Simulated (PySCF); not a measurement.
Spectra and structures to be paired. Theory: PySCF 2.14.0, density-fitted response routines, TDDFT PBE0/def2-SVPD, vertical, gas phase, core orbitals frozen in the response. Geometries: GFN2-xTB; one conformer of each isolated species. Triplets are in the Tamm–Dancoff approximation.

A. `P(C)(NC)C(C)=O`
B. `[SiH2]1[C@@H](C[Si@@H](N1)N)C#N`
C. `O=C(Cl)C1=CC=C(F)C=C1`

Lowest singlet levels (six at most, fewer where fewer were computed) with oscillator strengths:

1. 199 nm (f 0.009); 191 nm (f 0.019); 185 nm (f 0.003); 182 nm (f 0.008); 179 nm (f 0.028); 175 nm (f 0.005); T1 5.95 eV
2. 274 nm (f 0.000); 250 nm (f 0.008); 241 nm (f 0.315); 216 nm (f 0.000); 205 nm (f 0.001); 197 nm (f 0.162); T1 3.59 eV
3. 322 nm (f 0.004); 266 nm (f 0.017); 218 nm (f 0.017); 209 nm (f 0.009); 202 nm (f 0.062); 197 nm (f 0.024); T1 3.24 eV

Question: Match each spectrum to its molecule.

Answer: 1 = B, 2 = C, 3 = A.
- A: S1 at 3.85 eV, HOMO→LUMO (91%); Löwdin shares by element: HOMO oxygen 28%, phosphorus 27%, carbon 13% or more, nitrogen 12% (atoms not listed hold the other 20%); LUMO carbon 45% or more, oxygen 31%, phosphorus 9%; HOMO -6.65 and LUMO -0.94 eV.
- B: S1 at 6.24 eV, HOMO→LUMO (84%); Löwdin shares by element: HOMO nitrogen 49% or more, silicon 21%, hydrogen 7% or more (atoms not listed hold the other 24%); LUMO silicon 38%, hydrogen 17% or more (atoms not listed hold the other 45%); HOMO -7.64 and LUMO -0.08 eV.
- C: S1 at 4.53 eV, HOMO-2→LUMO (94%); Löwdin shares by element: HOMO carbon 52% or more, fluorine 10% (atoms not listed hold the other 37%); LUMO carbon 44% or more, oxygen 18% (atoms not listed hold the other 38%); HOMO -8.09 and LUMO -2.36 eV; point group Cs, 2 of its 6 listed states under f = 0.0005.
